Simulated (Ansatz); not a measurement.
Consider the substitution at a C–Si bond: `O[SiH2]C1=NC1` + H₂S → `SC1=NC1` + `O[SiH3]`.

Calculated with Ansatz (gas phase, PBE0-D4/def2-TZVP geometries, no zero-point term in ΔE). CCSD(T)/CBS adds triple-zeta CCSD(T) − MP2 to the extrapolated MP2 energy (def2 sets, frozen cores). This one scheme is used for every species. One conformer a species, not always the lowest.

| species | SCS-MP2/def2-TZVPP energy (Eh) |
| --- | --- |
| `O[SiH2]C1=NC1` | -497.83170 |
| H₂S | -398.90298 |
| `SC1=NC1` | -530.12531 |
| `O[SiH3]` | -366.59311 |

(1) Work out ΔE.

Largest T1 diagnostic among the species: 0.013.

Answers

(1) ΔE = (-530.12531) + (-366.59311) − (-497.83170) − (-398.90298) = 0.01626 Eh = +42.7 kJ/mol. CCSD(T)/CBS gives +47.0 kJ/mol.

From PBE to PBE0 (25 % exact exchange), in def2-TZVPP and without D4, ΔE moves by +5.1 kJ/mol.
